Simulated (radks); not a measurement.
Values are calculated unless marked as measured or tabulated.
Trend from Rb3+ to Xe3+: ionisation energy by Delta-SCF between NIST ground configurations, and size. Level of theory: scalar-relativistic Kohn-Sham, PBE, spin-polarised, spherical densities, point nucleus; open shells are filled with parallel spins first (spin-orbit coupling, left out, can overturn this in heavy ions) (a radial shooting solver on a logarithmic mesh with Libxc functionals).

species      configuration  configuration of the ion  IE (eV)  NIST (eV)       kind  -e(HOMO) (eV)  outermost  <r> outermost (bohr)
Rb3+     [Ar] 3d10 4s2 4p4         [Ar] 3d10 4s2 4p3   51.732       52.2  semi-emp.    45.446 (4p)         4p                  1.58
Sr3+     [Ar] 3d10 4s2 4p5         [Ar] 3d10 4s2 4p4   56.353     56.280  semi-emp.    49.594 (4p)         4p                  1.49
Zr3+              [Kr] 4d1                      [Kr]   34.440     34.418       exp.    28.612 (4d)         4d                  1.83
Nb3+              [Kr] 4d2                  [Kr] 4d1   37.519      37.61       exp.    31.342 (4d)         4d                  1.71
Mo3+              [Kr] 4d3                  [Kr] 4d2   40.452       40.3  semi-emp.    33.945 (4d)         4d                  1.60
Tc3+              [Kr] 4d4                  [Kr] 4d3   43.279         41     theory    36.457 (4d)         4d                  1.51
Ru3+              [Kr] 4d5                  [Kr] 4d4   46.028         45     theory    38.900 (4d)         4d                  1.43
Rh3+              [Kr] 4d6                  [Kr] 4d5   44.596         42     theory    37.569 (4d)         4d                  1.38
Pd3+              [Kr] 4d7                  [Kr] 4d6   47.636         46     theory    40.269 (4d)         4d                  1.31
Ag3+              [Kr] 4d8                  [Kr] 4d7   50.560         49     theory    42.874 (4d)         4d                  1.25
Cd3+              [Kr] 4d9                  [Kr] 4d8   53.399         51     theory    45.408 (4d)         4d                  1.20
In3+             [Kr] 4d10                  [Kr] 4d9   56.174      55.45       exp.    47.887 (4d)         4d                  1.15
Sn3+         [Kr] 4d10 5s1                 [Kr] 4d10   41.404      40.74       exp.    36.494 (5s)         5s                  2.12
Sb3+         [Kr] 4d10 5s2             [Kr] 4d10 5s1   43.994      43.80       exp.    38.906 (5s)         5s                  2.02
Te3+     [Kr] 4d10 5s2 5p1             [Kr] 4d10 5s2   36.748     37.416       exp.    32.096 (5p)         5p                  2.23
I3+      [Kr] 4d10 5s2 5p2         [Kr] 4d10 5s2 5p1   40.139      40.36       exp.    35.148 (5p)         5p                  2.11
Xe3+     [Kr] 4d10 5s2 5p3         [Kr] 4d10 5s2 5p2   43.369       42.2       exp.    38.077 (5p)         5p                  2.00

Reference values: NIST Atomic Spectra Database (exp. = measured, semi-emp. = semi-empirical, theory = theoretical value adopted there). Open shells are spherical and high-spin; term and fine-structure splittings are not resolved. Spin-orbit splitting is averaged out at the scalar-relativistic level.
